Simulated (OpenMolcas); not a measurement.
Ti2+ with 6 ligands (chloride) in octahedral coordination (Oh) at 2.62 Å. A charge of +0.667 e stands 2.6 Å behind each ligand. Ligand basis ANO-RCC-VDZP.
```
Ti    0.0000    0.0000    0.0000
Cl    2.6200    0.0000    0.0000
Cl    0.0000    2.6200    0.0000
Cl   -2.6200    0.0000    0.0000
Cl    0.0000   -2.6200    0.0000
Cl    0.0000    0.0000    2.6200
Cl    0.0000    0.0000   -2.6200
```

| Quantity | Value |
| --- | --- |
| Program | OpenMolcas |
| Method | SS-CASPT2, IPEA 0.25 Eh, imaginary shift 0.1 Eh (closed shells correlated: 3s 3p and the ligand valence shells) |
| Basis | ANO-RCC-VTZP [6s5p3d2f1g] |
| Scalar Hamiltonian | DKH2, point nucleus |
| Active space | 2 electrons in 5 orbitals (3d) |
| State averaging | 2S+1 = 3 even, 10 roots; 2S+1 = 1 even, 15 roots |
| Spin-orbit coupling | RASSI with atomic mean-field integrals over the reference wave functions |

Problem. What is the spin-free ground state (labels of O, the rotations of Oh)?

Solution. 3T1, 3-fold in its orbital part, 97 % from free-ion F terms; it has the highest spin that d2 allows.

Problem. Where is the first state of the same spin?

Solution. 3T2 at 5680 cm-1 above the ground state.

Problem. What are the lowest two levels with spin-orbit coupling?

Solution. A 2-fold level E, then a 3-fold level T2 5 cm-1 above it. Their leading multiplicities are 3 (100 %) and 3 (100 %).

Problem. What is χT at 300 K, and how does it compare with the textbook value?

Solution. The lowest level has 2S+1 = 3, for which the spin-only value is χT = S(S+1) / 2 = 1.000 cm3 K/mol (g = 2). The computed 1.121 at 300 K differs by +0.121, through orbital momentum, spin-orbit coupling and any other state in reach. With a threefold ground state the orbital momentum is unquenched, so the spin-only value is not expected to hold.

Roots that are degenerate in the reference are averaged as groups; the widest CASPT2 spread within a group is 450 cm-1 (the 3-fold group of multiplicity 3 near 5680 cm-1 above the lowest state of its run). Shifts and gaps below about the spread of the groups concerned are not significant. Over all roots computed the reference weight is 0.66 to 0.68; a low but even weight reflects the number of correlated electrons. An orbital triplet at a regular site is open to Jahn-Teller coupling, which can distort the site and quench the lowest spin-orbit gaps and is left out. Ligand-to-metal charge-transfer states are missing. These CASPT2 states fit no ligand-field parameters well, so their order and spin gaps are uncertain. With no ligand orbital active B as a rule stays too high, so bands that hang on it stand too high and its fall with covalency is understated. With one d shell and no ligand orbital active, 10Dq can be off by tens of per cent for divalent 3d ions, low with halides held by bare charges and at times high in hosts. Free-ion shares, where given, are those of the reference states; single-state CASPT2 does not remix them. No measured value stands beside these numbers; the geometry was imposed, not optimised, and the real ion may take another.
